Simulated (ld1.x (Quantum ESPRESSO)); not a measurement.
What the settings do to the TM potential of germanium

Base potential:

* Element: Ge
* Generator: ld1.x (Quantum ESPRESSO) 7.5
* Type: norm-conserving Troullier–Martins (Kleinman–Bylander form)
* Functional: PBE
* Relativity: fully relativistic
* Frozen core: [Ar] 3d10
* Valence charge: 4
* Reference configuration: 4s2 4p2
* Partial waves: 4s (bound): rc 1.60 bohr; 4p (bound): rc 2.00 bohr; 4d channel at 0.15 Ry: rc 1.60 bohr
* Local potential: all-electron potential smoothed inside 1.70 bohr (lloc = -1)
* Core correction: none

Open shells are filled in proportion to 2j + 1 (rel_dist='average').

All-electron outer shells of the reference configuration (PBE, scalar-relativistic, ld1.x):

| shell | level (eV) | outermost node (bohr) | outermost maximum (bohr) |
| --- | --- | --- | --- |
| 3p | -115.62 | 0.23 | 0.54 |
| 3d | -29.31 | – | 0.50 |
| 4s | -11.73 | 0.77 | 1.75 |
| 4p | -3.90 | 0.82 | 2.22 |

Cutoffs, loose and tight: the cutoffs (Ry, on a coarse ladder) from which the occupation-weighted sum of valence levels, in a spherical-Bessel basis at the reference potential, stays within 10 and 1 mRy of its value at 400 Ry. They do not see the model core or the augmentation charge, which bear on the density cutoff. Test errors are all-electron minus pseudo excitation energies from the reference, over the configurations 4s2 4p1; 4s2 4p0; 4s1 4p0; 4s2 4p1.5; 4s0 4p4; 4s1 4p2; 4s2 4p2.3. A dash means not determined; rows that change the core or the reference have their own tests. The largest error is taken over the tests solved by every variant that gives reliable tests at all: 4s0 4p4; 4s1 4p0; 4s1 4p2; 4s2 4p0; 4s2 4p1; 4s2 4p1.5.

A true bound ghost makes a file unfit for plane-wave use even where its test errors are small: the radial tests pick states by their node count and pass the ghost by.

| change | outcome | cutoff, loose | cutoff, tight | bound ghosts | largest test error (meV) |
| --- | --- | --- | --- | --- | --- |
| base | generated | 18 Ry | 40 Ry | d3/2, d5/2 | +104 |
| all radii scaled by about 0.77 (s 1.24, p 1.54, d 1.24 bohr); local potential all-electron potential smoothed inside 1.32 bohr (lloc = -1) | generated | 50 Ry | 160 Ry | s | +1782 |
| all radii scaled by about 0.90 (s 1.44, p 1.80, d 1.44 bohr); local potential all-electron potential smoothed inside 1.54 bohr (lloc = -1) | generated | 30 Ry | 70 Ry | d3/2, d5/2 | +139 |
| all radii scaled by about 1.05 (s 1.68, p 2.10, d 1.68 bohr); local potential all-electron potential smoothed inside 1.80 bohr (lloc = -1) | generated | 18 Ry | 40 Ry | d3/2, d5/2 | +98 |
| all radii scaled by about 1.16 (s 1.86, p 2.32, d 1.86 bohr); local potential all-electron potential smoothed inside 1.98 bohr (lloc = -1) | generated | 18 Ry | 40 Ry | d3/2, d5/2 | +88 |
| all radii scaled by about 1.24 (s 1.98, p 2.48, d 1.98 bohr); local potential all-electron potential smoothed inside 2.12 bohr (lloc = -1) | generated | 15 Ry | 35 Ry | d3/2, d5/2 | +76 |
| all radii scaled by about 1.31 (s 2.10, p 2.62, d 2.10 bohr); local potential all-electron potential smoothed inside 2.22 bohr (lloc = -1) | generated | 15 Ry | 35 Ry | none | +64 |
| all radii scaled by about 1.38 (s 2.20, p 2.76, d 2.20 bohr); local potential all-electron potential smoothed inside 2.34 bohr (lloc = -1) | generated | 12 Ry | 30 Ry | none | +54 |

(1) What comes out with this change to the base: all radii scaled by about 0.82 (s 1.32, p 1.64, d 1.32 bohr); local potential all-electron potential smoothed inside 1.40 bohr (lloc = -1)?

Answers

(1) outcome: generated; cutoff, loose: 40 Ry; cutoff, tight: 90 Ry; bound ghosts: d3/2, d5/2; largest test error (meV): +581.

Reading the sweep of the scale of all radii (base = 1) (base included, trends over the rows without a ghost): Bound ghosts are found at 0.77, 0.82, 0.9, 1, 1.05, 1.16, 1.24.
